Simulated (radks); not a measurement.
Results of a calculation; reference values are marked as such.
Question: Valence configurations of the nitrogen ion N+ (all share [He]). Code: a radial shooting solver on a logarithmic mesh with Libxc functionals. Model: scalar-relativistic Kohn-Sham, PBE, spin-unpolarised, spherical densities, finite nucleus; Fermi nuclear charge, rms radius 2.5582 fm. Order these by energy: 2p4; 2s2 2p2; 2s1 2p3; 2s1.5 2p2.5; 2s0.5 2p3.5.

Answer: From the lowest, in eV above it: 2s2 2p2 0.000; 2s1.5 2p2.5 5.889; 2s1 2p3 11.781; 2s0.5 2p3.5 17.676; 2p4 23.575. NIST lists [He] 2s2 2p2 as the ground configuration; this level of theory agrees among the configurations tried. The energies are those of spherical spin-averaged densities, not of single terms.
